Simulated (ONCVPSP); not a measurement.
Transferability test, ONCV potential for S

ONCVPSP 4.0.1 input, shortened (lines: element, Z, core and valence counts, functional; n l f; lmax; l rc ep ncon nbas qcut; lloc lpopt rc5 dvloc0; l nproj debl; icmod fcfact rcfact), PBE, scalar-relativistic:

```
  S 16.00    1    4        4      upf
    1    0    2.00
    2    0    2.00
    2    1    6.00
    3    0    2.00
    3    1    3.75
    2
    0    0.75    0.00    5    9   18.20
    1    0.70    0.00    4    8   21.70
    2    0.60    0.07    4    9   16.80
    4    5    0.50   -1.00
    0    2    2.00
    1    2    2.80
    2    2    2.20
    0    0.00    0.00
```

Energies are relative to the spin-unpolarised reference configuration 2s2 2p6 3s2 3p3.75; without spin polarisation the order of configurations can differ from experiment.

Task: Give the all-electron excitation energy and the error of the potential for: 2s2 2p6 3s2 3p4; 2s2 2p6 3s2 3p3; 2s2 2p6 3s2 3p2; 2s1 2p6 3s2 3p4.

Result:

```tsv
valence configuration	charge	ΔE all-electron (eV)	error AE − PS (meV)
2s2 2p6 3s2 3p4	0	-2.036	-0.1
2s2 2p6 3s2 3p3	+1	9.732	+0.5
2s2 2p6 3s2 3p2	+2	32.016	+2.3
2s1 2p6 3s2 3p4	+1	225.277	-222
```

Levels in the configuration 2s2 2p6 3s2 3p3:

```csv
level,all-electron (eV),pseudo (eV)
2s,-223.449,-223.448
2p,-168.272,-168.261
3s,-27.630,-27.629
3p,-16.796,-16.794
```
